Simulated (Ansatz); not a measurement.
Mulliken charges of H2O4W, SMILES `[O]=[W](=[O])([OH])[OH]` from ωB97M-V/def2-TZVPP in Ansatz (PBE0-D4/def2-TZVP geometry).

| atom | x (Å) | y (Å) | z (Å) | charge (e) |
| --- | --- | --- | --- | --- |
| O1 | -1.373 | 1.338 | 0.230 | -0.417 |
| W2 | -0.059 | 0.252 | 0.239 | 1.256 |
| O3 | 0.921 | 0.585 | 1.593 | -0.417 |
| O4 | -0.690 | -1.515 | 0.371 | -0.419 |
| O5 | 0.931 | 0.490 | -1.342 | -0.419 |
| H6 | -1.610 | -1.778 | 0.291 | 0.208 |
| H7 | 1.880 | 0.628 | -1.381 | 0.208 |

Problem. By hand: the dipole of these point charges (1 e Å = 4.8032 D).

Solution. Σ q r = (0.070, -0.295, -0.280) e Å, of length 0.413 e Å = 1.98 D.

Problem. How does the dipole of the full density compare? (Best estimate.)

Solution. Ansatz gave: (0.106, -0.451, -0.427) e Å, 3.03 D; the point charges give 0.65 times that, at 0° from its direction.

Point charges leave out the atoms' own dipoles, such as those of lone pairs, and Mulliken's split depends on the basis, so the two needn't agree.
